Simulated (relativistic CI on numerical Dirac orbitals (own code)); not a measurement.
Calculated levels, Tl²⁶⁺

Method of calculation: Dirac-Coulomb-Breit CI, orbitals from a KLI potential per configuration, model QED (radiative potential, 1s self-energy scaled to tabulated hydrogen-like ionisation energies), unscaled Slater integrals (own radial code, finite nucleus).

Configurations in the expansion (outside the closed core [Ar] 3d10): 4s²4p⁶4d¹⁰4f⁹, 4s²4p⁶4d¹⁰4f⁸5s, 4s²4p⁶4d¹⁰4f⁷5s², 4s²4p⁶4d⁹4f¹⁰, 4s²4p⁶4d¹⁰4f⁸5p, 4s²4p⁶4d⁸4f¹¹, 4s²4p⁶4d¹⁰4f⁸5d, 4s²4p⁵4d¹⁰4f¹⁰, 4s²4p⁶4d¹⁰4f⁸6s, 4p⁶4d¹⁰4f¹¹. Levels of other configurations are missing.

The lowest level is 4s²4p⁶4d¹⁰4f⁹ ⁶H°15/2, with 68 % of that term; Hund's rules for 4s²4p⁶4d¹⁰4f⁹ give ⁶H° with J = 15/2, in agreement.

```tsv
No.	Configuration	Term	J	E (cm⁻¹)	%	Landé g	jj configuration (%)
1	4s²4p⁶4d¹⁰4f⁹	⁶H°	15/2	0.0	68	1.279	4f7/2^3 (63)
2	4s²4p⁶4d¹⁰4f⁹	⁴F°	9/2	23637.8	43	1.287	4f7/2^3 (73)
3	4s²4p⁶4d¹⁰4f⁹	⁶F°	11/2	25229.0	39	1.304	4f7/2^3 (58)
4	4s²4p⁶4d¹⁰4f⁹	⁶H°	13/2	28576.7	82	1.249	4f5/2^5 4f7/2^4 (74)
5	4s²4p⁶4d¹⁰4f⁹	⁶H°	11/2	41842.6	39	1.295	4f5/2^5 4f7/2^4 (65)
6	4s²4p⁶4d¹⁰4f⁹	⁴D°	3/2	43913.2	32	1.181	4f7/2^3 (77)
7	4s²4p⁶4d¹⁰4f⁹	⁶H°	9/2	46801.5	46	1.163	4f5/2^5 4f7/2^4 (68)
8	4s²4p⁶4d¹⁰4f⁹	⁶F°	7/2	48446.9	54	1.277	4f5/2^5 4f7/2^4 (75)
9	4s²4p⁶4d¹⁰4f⁹	⁶H°	7/2	52061.1	45	0.973	4f5/2^5 4f7/2^4 (38)
10	4s²4p⁶4d¹⁰4f⁹	²K°	15/2	53895.2	26	1.097	4f5/2^5 4f7/2^4 (52)
11	4s²4p⁶4d¹⁰4f⁹	⁶H°	5/2	55071.5	26	0.837	4f5/2^5 4f7/2^4 (35)
12	4s²4p⁶4d¹⁰4f⁹	⁶F°	5/2	59796.9	44	1.029	4f5/2^5 4f7/2^4 (61)
13	4s²4p⁶4d¹⁰4f⁹	⁶F°	1/2	61056.6	51	-0.205	4f5/2^5 4f7/2^4 (78)
14	4s²4p⁶4d¹⁰4f⁹	⁴K°	17/2	70544.2	49	1.107	4f5/2^5 4f7/2^4 (98)
15	4s²4p⁶4d¹⁰4f⁹	⁴M°	21/2	73730.9	76	1.115	4f5/2^5 4f7/2^4 (86)
16	4s²4p⁶4d¹⁰4f⁹	⁴L°	19/2	75860.1	54	1.106	4f5/2^5 4f7/2^4 (90)
17	4s²4p⁶4d¹⁰4f⁹	⁴G°	11/2	77158.9	41	1.218	4f5/2^4 4f7/2^5 (64)
18	4s²4p⁶4d¹⁰4f⁹	⁶F°	9/2	77786.4	36	1.227	4f5/2^4 4f7/2^5 (63)
19	4s²4p⁶4d¹⁰4f⁹	⁴P°	5/2	78056.8	37	1.366	4f5/2^5 4f7/2^4 (47)
20	4s²4p⁶4d¹⁰4f⁹	⁴I°	13/2	79906.8	33	1.067	4f5/2^5 4f7/2^4 (75)
21	4s²4p⁶4d¹⁰4f⁹	⁶F°	3/2	82427.2	42	1.385	4f5/2^5 4f7/2^4 (41)
22	4s²4p⁶4d¹⁰4f⁹	⁴D°	7/2	84316.0	36	1.305	4f5/2^5 4f7/2^4 (41)
23	4s²4p⁶4d¹⁰4f⁹	⁴I°	11/2	85983.2	31	1.033	4f5/2^5 4f7/2^4 (60)
24	4s²4p⁶4d¹⁰4f⁹	⁴F°	9/2	90254.1	28	1.074	4f5/2^5 4f7/2^4 (63)
25	4s²4p⁶4d¹⁰4f⁹	⁴K°	15/2	94953.7	25	1.016	4f5/2^5 4f7/2^4 (62)
26	4s²4p⁶4d¹⁰4f⁹	⁴I°	9/2	96519.7	36	0.918	4f5/2^5 4f7/2^4 (71)
27	4s²4p⁶4d¹⁰4f⁹	⁴F°	3/2	99146.9	28	1.033	4f5/2^5 4f7/2^4 (57)
28	4s²4p⁶4d¹⁰4f⁹	⁴I°	15/2	99388.7	32	1.063	4f5/2^4 4f7/2^5 (68)
29	4s²4p⁶4d¹⁰4f⁹	⁴G°	7/2	99837.1	32	1.046	4f5/2^5 4f7/2^4 (68)
30	4s²4p⁶4d¹⁰4f⁹	⁴D°	5/2	100615.6	34	1.186	4f5/2^4 4f7/2^5 (63)
31	4s²4p⁶4d¹⁰4f⁹	²F°	7/2	102344.7	36	1.181	4f5/2^4 4f7/2^5 (57)
32	4s²4p⁶4d¹⁰4f⁹	⁴H°	11/2	104597.1	44	1.111	4f5/2^5 4f7/2^4 (50)
33	4s²4p⁶4d¹⁰4f⁹	²F°	5/2	104642.8	27	0.880	4f5/2^5 4f7/2^4 (68)
34	4s²4p⁶4d¹⁰4f⁹	⁴H°	13/2	105141.3	39	1.130	4f5/2^5 4f7/2^4 (46)
35	4s²4p⁶4d¹⁰4f⁹	⁴M°	17/2	106921.2	56	1.043	4f5/2^4 4f7/2^5 (92)
36	4s²4p⁶4d¹⁰4f⁹	⁴F°	3/2	107914.2	39	0.888	4f5/2^5 4f7/2^4 (70)
37	4s²4p⁶4d¹⁰4f⁹	⁴P°	1/2	110340.3	58	1.454	4f5/2^4 4f7/2^5 (65)
38	4s²4p⁶4d¹⁰4f⁹	⁴M°	19/2	110411.6	65	1.081	4f5/2^4 4f7/2^5 (91)
39	4s²4p⁶4d¹⁰4f⁹	⁶P°	7/2	112132.8	49	1.395	4f5/2^4 4f7/2^5 (52)
40	4s²4p⁶4d¹⁰4f⁹	⁶P°	5/2	112160.8	29	1.164	4f5/2^4 4f7/2^5 (48)
41	4s²4p⁶4d¹⁰4f⁹	⁴L°	17/2	113926.5	52	1.066	4f5/2^4 4f7/2^5 (62)
42	4s²4p⁶4d¹⁰4f⁹	⁴G°	11/2	114521.7	33	1.124	4f5/2^4 4f7/2^5 (59)
43	4s²4p⁶4d¹⁰4f⁹	⁴K°	13/2	114716.4	34	1.046	4f5/2^5 4f7/2^4 (53)
44	4s²4p⁶4d¹⁰4f⁹	⁴G°	9/2	119951.7	27	1.042	4f5/2^5 4f7/2^4 (44)
45	4s²4p⁶4d¹⁰4f⁹	⁴L°	13/2	121734.0	44	0.941	4f5/2^4 4f7/2^5 (60)
```

Energies count from the lowest computed level; ° marks odd parity. Filled j subshells are mostly left out of the jj labels.

The mean weight of the leading LS term, summed over parents, in these 45 levels is 42 %, and that of the leading jj configuration (from the same eigenvectors) 63 %, so jj coupling describes them better and the LS labels are nominal.

At this charge energies of transitions that change n are usually good to better than 1 %, and those within a shell (Δn = 0) to a few per cent. Terms inside the open d or f shell come out 10 to 20 % too wide with unscaled integrals.

LS names give the leading component of a level, which can be under half, so a name can repeat, a term be missing and a line seem to break the LS rules.
